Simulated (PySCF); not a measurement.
**Interval between two levels of Sc²⁺ by level of theory**

Sc²⁺ [Ar] 3d1 [2D5/2, M_J = 5/2] → Sc²⁺ [Ar] 4s1 [2S1/2, M_J = 1/2], as a difference of total energies. All numbers are calculated (PySCF 2.14, the two-component X2C-1e Hamiltonian, in x2c-TZVPall-2c (6s7p4d1f, 54 functions)). Correlated levels: [Ne] frozen. "Screened" scales the spin-orbit matrix elements by Boettger's factors to mimic the two-electron term; Breit and QED terms are absent.

```csv
method,interval between two levels (cm⁻¹)
GHF (spin-free),23760
GMP2 (spin-free),20290
GHF (screened spin-orbit),23678
GMP2 (screened spin-orbit),20206
```
